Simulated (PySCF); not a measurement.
Stepwise substitution at one centre (B NH2-SH). Isolated molecules, 0 K electronic values unless said otherwise. One relaxed conformer stands for each flexible species; it need not be the lowest. Strings in code marks are SMILES.

The HOMO from two functionals at the same geometries (PBE0-D4/def2-TZVP), both in PySCF: PBE-D3(BJ)/def2-TZVP and PBE0-D4/def2-TZVP. 

| species | PBE-D3(BJ)/def2-TZVP (eV) | PBE0-D4/def2-TZVP (eV) |
|---|---|---|
| 0 of 3 NH2 replaced by SH (`NB(N)N`) | -5.09 | -6.55 |
| 1 of 3 NH2 replaced by SH (`NB(N)S` (N–B–S–H torsion 180°)) | -5.55 | -6.82 |
| 2 of 3 NH2 replaced by SH | -5.96 | -7.17 |
| 3 of 3 NH2 replaced by SH (`SB(S)S`) | -6.36 | -7.54 |

Over these rows, drawn at random from the members with no instability flagged (it was tested for open shells, ions and some series alone), PBE minus PBE0-D4: mean +1.28 eV, from +1.19 eV to +1.46 eV.
